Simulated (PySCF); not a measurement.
PySCF input file for C₂HCl₂, SMILES Cl[C]=CCl, multiplicity 2, B3LYP-D3(BJ)/def2-SVP. Coordinates come from a B3LYP-D3(BJ)/def2-SVP optimisation. The isomer is the one that the SMILES or the coordinates give; other isomers of the formula were not compared.

```python
import numpy as np
from pyscf import gto, scf, dft, df
from pyscf.hessian import thermo

mol = gto.M(
    atom='''
    Cl   -0.33061303    1.79526957    0.00000000
    C     0.88665121    0.65166227    0.00000000
    C     0.96609280   -0.66501348    0.00000000
    Cl   -0.43646887   -1.72058644    0.00000000
    H     1.92392837   -1.18950580    0.00000000
    ''',
    basis='def2-SVP',
    charge=0,
    spin=1,
    max_memory=1600,
    verbose=3,
)
mf = dft.UKS(mol, xc='b3lyp').density_fit(auxbasis='def2-universal-jkfit')
mf.disp = 'd3bj'
mf.grids.level = 3
mf.conv_tol = 1e-11
mf.max_cycle = 100
mf.kernel()
fine, coarse = mf.grids, dft.Grids(mol).set(level=1).build(with_non0tab=True)
for _ in range(3):  # follow internal instabilities
    mf.grids = coarse
    mo, _, stable, _ = mf.stability(return_status=True, nroots=4)
    mf.grids = fine
    if stable:
        break
    mf.kernel(mf.make_rdm1(mo, mf.mo_occ))

# [left out here: the lines that compute and print the analytic Hessian (its translational invariance restored by hand, since the grid's response is missing), thermochemistry and intensities]
```

It prints:

```

WARN: HOMO -0.213713460126674 >= LUMO -0.213713460126675

converged SCF energy = -996.791687158936  <S^2> = 0.76064516  2S+1 = 2.010617
<class 'pyscf.df.df_jk.DFUKS'> wavefunction is stable in the internal stability analysis

WARN: DFTD3 does not support analytical Hessian, using finite difference


WARN: Mole.unit (angstrom) is changed to Bohr

Mode                                 0                   1                   2
Irrep
Freq [cm^-1]                      132.9553            371.0914            560.2590
Reduced mass [au]                  26.3216              5.4119             11.9714
Force const [Dyne/A]                0.2741              0.4391              2.2140
Char temp [K]                     191.2931            533.9179            806.0880
Normal mode                   x     y     z       x     y     z       x     y     z
       0  Cl                 0.03  0.11  0.00    0.00  0.00 -0.03    0.01 -0.03  0.00
       1   C                -0.08  0.00 -0.00    0.00  0.00  0.22    0.15  0.15 -0.00
       2   C                -0.06  0.00  0.00   -0.00  0.00 -0.15   -0.06  0.12  0.00
       3  Cl                 0.02 -0.11 -0.00   -0.00 -0.00  0.02   -0.04 -0.06 -0.00
       4   H                -0.03  0.05  0.00   -0.00  0.00 -0.34   -0.10  0.06  0.00
Mode                                 3                   4                   5
Irrep
Freq [cm^-1]                      690.1561            744.1217            789.5897
Reduced mass [au]                   9.7561              1.2981              7.1815
Force const [Dyne/A]                2.7379              0.4235              2.6380
Char temp [K]                     992.9809           1070.6254           1136.0437
Normal mode                   x     y     z       x     y     z       x     y     z
       0  Cl                -0.05  0.05  0.00    0.00 -0.00 -0.01   -0.05  0.05  0.00
       1   C                 0.08 -0.01 -0.00   -0.00  0.00 -0.02    0.17 -0.05 -0.00
       2   C                 0.21 -0.03  0.00   -0.00  0.00  0.14   -0.11 -0.12  0.00
       3  Cl                -0.06 -0.03 -0.00    0.00  0.00 -0.01    0.04  0.02 -0.00
       4   H                 0.17 -0.11 -0.00    0.00  0.00 -0.87   -0.17 -0.22 -0.00
Mode                                 6                   7                   8
Irrep
Freq [cm^-1]                     1206.9261           1695.7847           3210.9544
Reduced mass [au]                   1.1179             10.1786              1.0923
Force const [Dyne/A]                0.9594             17.2457              6.6351
Char temp [K]                    1736.4980           2439.8566           4619.8485
Normal mode                   x     y     z       x     y     z       x     y     z
       0  Cl                 0.01 -0.00  0.00   -0.01  0.01 -0.00   -0.00  0.00 -0.00
       1   C                -0.05  0.04  0.00    0.04 -0.21  0.00   -0.00  0.01  0.00
       2   C                 0.04  0.04 -0.00   -0.00  0.19 -0.00    0.07 -0.05  0.00
       3  Cl                 0.01 -0.00  0.00   -0.00 -0.00  0.00   -0.00  0.00 -0.00
       4   H                -0.45 -0.82  0.00   -0.13  0.02  0.00   -0.83  0.47 -0.00
temperature 298.1500 [K]
pressure 101325.00 [Pa]
Rotational constants [GHz] 14.48682 2.18726 1.90034
Symmetry number 1
Zero-point energy (ZPE) 0.02142 [Eh]   56235.482 [J/mol]
                           tot       elec      trans        rot        vib
Entropy [J/mol/K]       302.888      5.763    165.662    109.126     22.336
Cv [J/mol/K]             54.526      0.000     12.472     12.472     29.582
Cp [J/mol/K]             62.840      0.000     20.786     12.472     29.582
Internal energy [J/mol]                      3718.434   3718.434  60194.633
Internal energy [Eh]   -996.76593  -996.79169
Enthalpy [J/mol]                             6197.391   3718.434  60194.633
Enthalpy [Eh]          -996.76498
Gibbs free energy [J/mol]                  -43194.693 -28817.538  53535.038
Gibbs free energy [Eh] -996.79938
mode   freq/cm-1   IR/(km/mol)
   1      132.96         1.316
   2      371.09         5.749
   3      560.26         0.577
   4      690.16        18.373
   5      744.12        29.453
   6      789.59       125.999
   7     1206.93        14.038
   8     1695.78        38.449
   9     3210.95         7.345
max |gradient| / (hartree/bohr): 2.4803481469999828e-05
APT charges: [-0.1948  0.1635  0.228  -0.2671  0.0704]
```

The run converged.
